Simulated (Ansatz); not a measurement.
```yaml
crystal:
  periodic: [false, false, false]
  atoms:
    - {symbol: B, position_ang: [0.103962, 1.134827, -0.457969]}
    - {symbol: C, position_ang: [1.183277, 0.509537, 0.497900]}
    - {symbol: N, position_ang: [0.868726, -0.685851, 0.845108]}
    - {symbol: C, position_ang: [-0.377890, -1.039709, 0.229827]}
    - {symbol: N, position_ang: [-0.812236, 0.094521, -0.555747]}
    - {symbol: H, position_ang: [0.012891, 2.193585, -0.995553]}
    - {symbol: H, position_ang: [2.111584, 0.923714, 0.887591]}
    - {symbol: H, position_ang: [-0.231004, -1.933919, -0.388357]}
    - {symbol: H, position_ang: [-1.102585, -1.297909, 1.011808]}
    - {symbol: H, position_ang: [-1.673525, 0.050104, -1.071708]}
basis:
  gaussian: {orbitals: ANO-RCC-VTZP}
magnetization: {spin_polarized: true, initial_magnetization: 0}
hamiltonian: {xc: {name: B3LYP5}}
output: {forces: true}
```

```sh
$ ansatz run in.yaml --threads 2 --pin off --events-out ev --progress --plain --max-ram 4352MiB
```

It prints (some lines left out):

```
Functional definition: B3LYP5
1443 factors; their error is unknown
mean field evaluation 1: about -5805.2005 eV, gradient 4.5e1 eV
mean field evaluation 2: about -5793.7806 eV, gradient 6.7e1 eV
mean field evaluation 4: about -5813.6625 eV, gradient 6.0e0 eV
mean field evaluation 8: about -5813.7993 eV, gradient 2.3e-1 eV
mean field evaluation 16: about -5813.7994 eV, gradient 9.3e-6 eV
mean field -5813.79943272 eV, -213.6531884176 hartree, gradient 9.6e-6 eV, S^2 0.000000; 0 other end points of the search recorded, 0 dependent functions left out
reference -5813.79971812 eV, -213.6531989061 hartree; 18, 18 occupied and 202, 202 virtual orbitals, 1443 factors
Total energy: -5813.79971812 eV, -213.6531989061 hartree
Relativity: scalar
Atom 0 at     0.103962     1.134827    -0.457969 Å, force     0.027194     0.231510    -0.088228 eV/Å
Atom 1 at     1.183277     0.509537     0.497900 Å, force     0.227382     0.246680     0.029503 eV/Å
Atom 2 at     0.868726    -0.685851     0.845108 Å, force     0.206431    -0.109077     0.177783 eV/Å
Atom 3 at    -0.377890    -1.039709     0.229827 Å, force    -0.225084    -0.472420     0.074822 eV/Å
Atom 4 at    -0.812236     0.094521    -0.555747 Å, force    -0.201083     0.188338    -0.210775 eV/Å
Atom 5 at     0.012891     2.193585    -0.995553 Å, force     0.019662    -0.108437     0.061451 eV/Å
Atom 6 at     2.111584     0.923714     0.887591 Å, force    -0.066026    -0.018467    -0.032617 eV/Å
Atom 7 at    -0.231004    -1.933919    -0.388357 Å, force    -0.019375     0.040014     0.039338 eV/Å
Atom 8 at    -1.102585    -1.297909     1.011808 Å, force     0.034962     0.000321    -0.048061 eV/Å
Atom 9 at    -1.673525     0.050104    -1.071708 Å, force    -0.004063     0.001539    -0.003216 eV/Å
Dipole moment:    -0.407217    -0.030318    -0.239726 e Å
```

Hardware: 2 threads of an AMD EPYC on a shared host. Wall time 29 s, peak host memory 0.82 GiB.
